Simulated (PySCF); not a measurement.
**Question.** Give a PBE0-D3(BJ)/def2-SVP geometry of `F[SiH2]C[SiH2]C#C`.

**Answer.** 
```xyz
13
C3H7FSi2 angstrom
C      2.8680    0.4206    0.4656
C      1.9439   -0.0726   -0.1539
Si     0.5213   -0.7929   -1.0667
C     -1.0176    0.2223   -0.6960
Si    -1.5030    0.3522    1.0988
F     -1.6704   -1.1556    1.6951
H      3.6868    0.8529    1.0136
H      0.8262   -0.7584   -2.5279
H      0.3426   -2.2106   -0.6420
H     -1.8621   -0.2045   -1.2646
H     -0.8524    1.2446   -1.0808
H     -0.4594    1.0498    1.8984
H     -2.8197    1.0360    1.2483
```

Orientation and origin are arbitrary. Atoms count from 1 in this order. The 3 C–Si bonds span 1.837 Å (C2–Si3, drawn single) to 1.880 Å (Si3–C4, drawn single), a spread of 0.043 Å. Si3 (SiH2 silicon) is tetrahedral (angles from 108.6° to 111.0°). Si5 (fluorine-bound silicon) is tetrahedral (angles from 107.3° to 111.6°).

Bonds between heavy atoms (Å): C1≡C2 1.217, C2–Si3 1.837, Si3–C4 1.880, C4–Si5 1.864, Si5–F6 1.630.

Computed with PySCF, PBE0-D3(BJ)/def2-SVP geometry optimisation, gas phase.

Point group: C1 (no symmetry element, even within 0.4 Å). No PBE0-D3(BJ)/def2-SVP frequencies stand behind this structure, so it isn't proved a minimum. The numbers are those of one conformer (C2–Si3–C4–Si5 -58°, Si3–C4–Si5–F6 -56°).
